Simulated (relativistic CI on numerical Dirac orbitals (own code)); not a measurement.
Method of calculation: Dirac-Coulomb-Breit CI, separate exchange-only KLI orbitals for each configuration, a model potential for QED, valence Slater integrals scaled by 0.85, P86 correlation estimate, and configurations built on the next ion tied to the tabulated ionisation energy (semi-empirical) (own radial code, finite nucleus).

Configuration list (outside the closed core 1s2): 2s2 2p6, 2s2 2p5 3s, 2s2 2p5 3p, 2s2 2p5 3d, 2s2 2p5 4s, 2s2 2p5 4p, 2s2 2p5 4d, 2s2 2p5 4f, 2s2 2p4 3s2, 2s2 2p4 3s 3p, 2s 2p6 3s, 2s2 2p4 3p2, 2s2 2p4 3s 3d, 2s 2p6 3p. Levels of other configurations are missing.

Configurations that consist of the next ion and one excited electron were tied to the tabulated ionisation energy; Rydberg ones are usually within 1,000 to 3,000 cm⁻¹ and the lowest ones within about 6,000 (9,000 in d shells), while levels on excited terms of the next ion carry the error of that term, and the other configurations can be misplaced by 10,000 cm⁻¹ or more. Rates follow the energies as ν³ (E1, M1) or ν⁵ (E2), so rates, branching and lifetimes can be off by large factors. The fine structure of a lone outer electron comes out too small, for d and f at times inverted, and misplaced configurations move strength between like terms. 22 of the 33 excited levels that our extract of the measured tables holds in this range could be paired (the sources list more); they are missed by 931 cm⁻¹ on average and 3338 at most, and levels without a partner can miss by more.

Outline of the computed level scheme of Mg III. Lowest level of each configuration: 2s2 2p6 1S_0 at 0.0000 eV; 2s2 2p5 3s 3P°_2 at 52.9544 eV; 2s2 2p5 3p 3S_1 at 58.2394 eV; 2s2 2p5 3d 3P°_0 at 65.7892 eV; 2s2 2p5 4s 3P°_2 at 67.7433 eV; 2s2 2p5 4p 3S_1 at 69.5785 eV; 2s2 2p5 4d 3P°_0 at 72.2011 eV.

Some strong electric-dipole decays among the lowest 45 levels: 2s2 2p5 3d 1P°_1 → 2s2 2p6 1S_0 (3.0e+10 s⁻¹); 2s2 2p5 3s 1P°_1 → 2s2 2p6 1S_0 (9.5e+09 s⁻¹); 2s2 2p5 3d 3D°_1 → 2s2 2p6 1S_0 (9.2e+09 s⁻¹); 2s2 2p5 4s 1P°_1 → 2s2 2p6 1S_0 (1.9e+09 s⁻¹); 2s2 2p5 3p 1S_0 → 2s2 2p5 3s 1P°_1 (1.2e+09 s⁻¹); 2s2 2p5 3d 3F°_4 → 2s2 2p5 3p 3D_3 (1.2e+09 s⁻¹); 2s2 2p5 3d 3D°_3 → 2s2 2p5 3p 3P_2 (1.0e+09 s⁻¹); 2s2 2p5 3d 3F°_3 → 2s2 2p5 3p 3D_2 (9.4e+08 s⁻¹).

Rates of lines that live on the mixing of spin multiplicities can be off by large factors.

LS names give the leading component of a level, which can be under half, so a name can repeat, a term be missing and a line seem to break the LS rules.
